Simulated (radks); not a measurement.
Species: the caesium ion Cs5+. Configuration: [Kr] 4d10 5s2 5p2. All-electron calculation, scalar-relativistic Kohn-Sham, LB94 model potential, spin-polarised, spherical densities, finite nucleus; open shells are filled with parallel spins first (spin-orbit coupling, left out, can overturn this in heavy ions); Fermi nuclear charge, rms radius 4.8041 fm. Program: a radial shooting solver on a logarithmic mesh with Libxc functionals.

Normalised radial functions P(r) = r R(r), r in bohr:

r          5p down    5p up
0.0009127   0.0005   0.0005
0.001208    0.0009   0.0009
0.001585    0.0014   0.0014
0.002097    0.0023   0.0023
0.002775    0.0038   0.0037
0.003642    0.0061   0.0059
0.004819    0.0099   0.0096
0.006326    0.0157   0.0153
0.00837     0.0251   0.0245
0.01107     0.0394   0.0385
0.01454     0.0599   0.0585
0.01923     0.0893   0.0873
0.02545     0.1274   0.1244
0.0334      0.1694   0.1654
0.0442      0.2073   0.2024
0.05848     0.2198   0.2147
0.07676     0.1811   0.1768
0.1016      0.0666   0.0650
0.1333     -0.1067  -0.1042
0.1764     -0.2768  -0.2704
0.2334     -0.3120  -0.3047
0.3063     -0.1253  -0.1223
0.4053      0.2288   0.2236
0.5363      0.4800   0.4689
0.7039      0.3660   0.3572
0.9314     -0.1235  -0.1219
1.232      -0.6704  -0.6573
1.617      -0.8913  -0.8832
2.14       -0.7093  -0.7189
2.809      -0.3598  -0.3720
3.717      -0.1032  -0.1081
4.918      -0.0147  -0.0155

5p down (empty): eigenvalue -70.768 eV, 3 radial nodes at r = 0.114, 0.341, 0.877 bohr, <r> = 1.77 bohr, 90 % of the charge inside 2.53 bohr. 5p up: eigenvalue -70.657 eV, 3 radial nodes at r = 0.114, 0.340, 0.877 bohr, <r> = 1.79 bohr, 90 % of the charge inside 2.56 bohr.
